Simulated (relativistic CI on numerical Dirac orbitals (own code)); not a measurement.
## Rb³⁺: what numerical and physical settings do to a radial Dirac CI calculation

Reference input:

```
atom Rb  Z=37  charge=3  electrons=34
nucleus A=85  rms_radius_fm=4.2036
hamiltonian dirac-coulomb  breit=on  qed=on  c_scale=1
orbitals kli  potential=per-configuration
slater_scale 1
correlation none
mixing on
grid step=0.0125 r_max=37.3
scf mixing=0.4 start=green max_iterations=150 tolerance=2e-08 node_fill=0.05
configurations
  [Ar] 3d10 4s2 4p4
end
```

Computed lowest total energy -2974.67285 Ha, first excitation 6157.5 cm⁻¹, 11 SCF steps. Runs with settings changed; * marks those that are bad on purpose:

| Changed | Outcome | Lowest level | ΔE (Ha) | First excitation (cm⁻¹) | SCF steps | Message |
| --- | --- | --- | --- | --- | --- | --- |
| SCF mixing 0.2 | converged | 4p⁴ ³P2 | -1.45e-10 | 6157.5 | 12 |  |
| QED terms off, Slater scale 0.5, SCF mixing 0.2 | converged | 4p⁴ ³P2 | -1.03 | 5998.5 | 12 |  |
| Breit term off | converged | 4p⁴ ³P2 | -1.57 | 6287.1 | 11 |  |
| nuclear radius 5.4647 fm | converged | 4p⁴ ³P2 | 0.0177 | 6157.5 | 11 |  |
| SCF tolerance 0.05 * | converged | 4p⁴ ³P2 | 0.000363 | 6173.9 | 5 |  |
| configuration list: extra electron * | refused |  |  |  | 0 | configuration [Ar] 3d10 4s2 4p4 5s has 35 electrons, the ion has 34 |

With so few configurations and no correlation, terms lie too far apart (by 10 to 50 % near neutrality), their order can be wrong, and levels of other configurations are missing.
